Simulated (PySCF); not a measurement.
Species: C6H8NS (doublet state).
Structure used (GFN2-xTB), in Å, numbered top down from 1:
```
atom  x, y, z in Å
C1    -0.7275   -1.8561   -0.3083
C2    -0.5293   -0.5853    0.5284
C3     0.8612   -0.4282    0.8876
C4     1.8986    0.3681    0.9176
C5     1.8658    1.6896    0.4130
N6     1.7869    2.7474   -0.0265
C7    -1.1622    0.6441   -0.1889
S8    -0.6560    0.8672   -1.9206
H9    -0.1771   -1.7778   -1.2427
H10   -0.3709   -2.7260    0.2370
H11   -1.7816   -1.9905   -0.5375
H12   -1.0905   -0.6969    1.4682
H13    2.8556    0.0619    1.3278
H14   -0.9429    1.5619    0.3524
H15   -2.2410    0.4929   -0.2287
H16    0.4033    1.6368   -1.6901
```

The hyperfine couplings belong to this conformer and change with its torsions.

Identity: `C[C@@H](/[C]=C\C#N)CS` [radical].

Level of theory: UKS B3LYP, pcH-1 on C H N S, non-relativistic, mean-field spin-orbit, GIAO in PySCF. The structure is a single GFN2-xTB conformer in the gas phase; no vibrational or solvent corrections. Couplings are sensitive to structure, and on GFN2-xTB geometries they can be far from those on DFT ones. The SCF solution wasn't tested for stability.

(1) What is the g tensor, term by term?

(2) What are the electron Larmor frequencies g μB B/h along the three axes at 340 mT?

(3) At 93.9 GHz, how far is the centre of the isotropic spectrum from where a free electron (g = 2.002319) resonates?

(4) In a frozen sample, at which fields do the three g values resonate at 9.5, 34, 94 and 263 GHz (hyperfine left aside), and which band first spreads them over more than twice a line width of 0.5 mT?

Results:

(1) 
```csv
Δg (ppm),1,2,3
relativistic mass correction,-163,-163,-163
gauge correction,30,12,4
orbital Zeeman/spin–orbit,-512,40,439
total,-645,-111,280
```

So g = 2.00167, 2.00221, 2.00260 and g_iso = 2.00216; the tensor is rhombic: the two nearest values differ by 42 % of g3 − g1. Axes: g1 points within 13° of the C2–C3 bond and g2 points within 10° of the C4–C5 bond.

(2) 9.5254, 9.5280, 9.5298 GHz for g1, g2 and g3, a range of 4.4 MHz.

(3) B = hν/(g μB) with μB/h = 13.99624 MHz/mT gives 3350.59 mT for the free electron and 3350.85 mT at g_iso, 0.27 mT higher.

(4) 
| band | GHz | B(g3) mT | B(g2) mT | B(g1) mT | spread mT |
| --- | --- | --- | --- | --- | --- |
| X | 9.5 | 338.94 | 339.00 | 339.09 | 0.16 |
| Q | 34.0 | 1213.03 | 1213.27 | 1213.60 | 0.56 |
| W | 94.0 | 3353.68 | 3354.34 | 3355.24 | 1.55 |
| J | 263.0 | 9383.18 | 9385.01 | 9387.52 | 4.34 |

The spread grows in proportion to the frequency. W band is the first where it exceeds 1.0 mT.

The largest Mulliken spin populations are on C3 (+1.01), C4 (-0.14), C5 (+0.07) and C7 (+0.06). No atom but C3 exceeds +0.15.

The HOMO–LUMO gaps are 4.87 eV among the α and 3.79 eV among the β orbitals.

On one thread, Arm Neoverse V2 (aarch64), on a shared host, this took 1.9 min of wall time (with the writing of density and orbital grids) and 0.97 GiB of memory at its peak.
